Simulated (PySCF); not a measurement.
Excitation energy of Mn by level of theory

Mn [Ar] 3d5 4s2 (6S) → Mn [Ar] 3d4 4s2 4p1 (high-spin determinant), as a difference of total energies. All numbers are calculated (PySCF 2.14, the non-relativistic Hamiltonian (point nucleus), in dyall-av2z (16s12p7d2f, 101 functions)). Correlated levels: valence: [Ar] frozen; virtual orbitals above 40 to 60 times the deepest correlated orbital energy dropped. The calculations carry no spin-orbit coupling.

| method | excitation energy (cm⁻¹) |
| --- | --- |
| UHF | 65249 |
| LDA | 75655 |
| PBE | 72801 |
| PBE0 | 71252 |
| r2SCAN | 72714 |
| TPSS | 71110 |
| B2PLYP | 70129 |
| wB97X-V | 70016 |
| wB97M-V | 71077 |
| MP2 (valence) | 68877 |
| SCS-MP2 (valence) | 64748 |

A first-order spin-orbit estimate (lowest level to lowest level, LS coupling) adds -0.080 eV.

The upper state lies above the first ionisation limit, where it may autoionise and the basis confines it.

The determinant of the upper state mixes LS terms, which raises its energy above the lowest term, most at the Hartree-Fock and MP2 levels.
